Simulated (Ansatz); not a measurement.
`[AlH2][O][SiH2]S` and `OCO[SiH2]S` differ in one atom or group.

Ansatz, PBE0-D4/def2-TZVP geometries, multiplicity 1. Each molecule was computed in one conformer, which needn't be the lowest.

```tsv
property	`[AlH2][O][SiH2]S`
LUMO energy (ωB97M-V/def2-TZVPP) / eV	0.33
size of the dipole moment (PBE/def2-TZVPP) / D	1.20
size of the dipole moment (B3LYP/def2-TZVPP) / D	1.23
HOMO–LUMO gap (PBE0/def2-TZVPP) / eV	6.34
LUMO energy (PBE0/def2-TZVPP) / eV	-1.25
HOMO energy (PBE0/def2-TZVPP) / eV	-7.59
```

Problem. Give the same properties after the change, and the shifts. (Best estimate.)

Solution. The calculation gave: 
```tsv
property	`OCO[SiH2]S`	shift
LUMO energy (ωB97M-V/def2-TZVPP) / eV	2.03	1.70
size of the dipole moment (PBE/def2-TZVPP) / D	1.96	0.76
size of the dipole moment (B3LYP/def2-TZVPP) / D	1.96	0.73
HOMO–LUMO gap (PBE0/def2-TZVPP) / eV	7.97	1.63
LUMO energy (PBE0/def2-TZVPP) / eV	0.37	1.62
HOMO energy (PBE0/def2-TZVPP) / eV	-7.60	-0.01
```

Dipoles are sizes alone; their direction can turn.

B3LYP here is the variant with VWN-RPA as its local correlation; programs differ in this.
